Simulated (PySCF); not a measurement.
C₆ coefficients of unlike pairs at PBE

Calculated with PySCF 2.14 from the dipole response of each species, C₆(A,B) = (3/π) ∫ α_A(iu) α_B(iu) du, in atomic units, from isotropic polarisabilities. For ions this is the dispersion term alone; charge-induced terms of lower order in 1/R come first.

```json
{"species": "Ca⁺", "configuration": "[Ar] 4s1 (2S)", "basis": "aug-cc-pVQZ-X2C (8s7p5d3f2g)", "relativity": "spin-free X2C", "α (bohr³)": "78.98", "C₆ (like pair)": "573.1"}
{"species": "Te⁺", "configuration": "[Kr] 4d10 5s2 5p3 (4S)", "basis": "aug-cc-pVQZ-PP with ECP28MDF (7s7p5d3f2g)", "relativity": "core potential", "α (bohr³)": "22.55", "C₆ (like pair)": "188.5"}
{"species": "Mo²⁺", "configuration": "[Kr] 4d4 (5D)", "basis": "def2-QZVPPD with the def2 core potential (28 electrons) (7s5p4d3f2g)", "relativity": "core potential", "α (bohr³)": "10.36", "C₆ (like pair)": "55.65"}
{"species": "B⁺", "configuration": "[He] 2s2 (1S)", "basis": "aug-cc-pVQZ (6s5p4d3f2g)", "relativity": "none", "α (bohr³)": "10.65", "C₆ (like pair)": "28.88"}
```

Question: Estimate C₆ for B⁺ with Ca⁺.

Answer: The integral gives 116.5. The combination rule 2 C_A C_B / (C_A α_B/α_A + C_B α_A/α_B) gives 113.6 and the geometric mean 128.6.

No spin-orbit coupling is included.

The other pairs:

| pair | C₆ |
| --- | --- |
| B⁺, Te⁺ | 72.39 |
| Mo²⁺, Te⁺ | 100.2 |
| Te⁺, Ca⁺ | 274.4 |
| Mo²⁺, Ca⁺ | 135.2 |
| B⁺, Mo²⁺ | 37.11 |
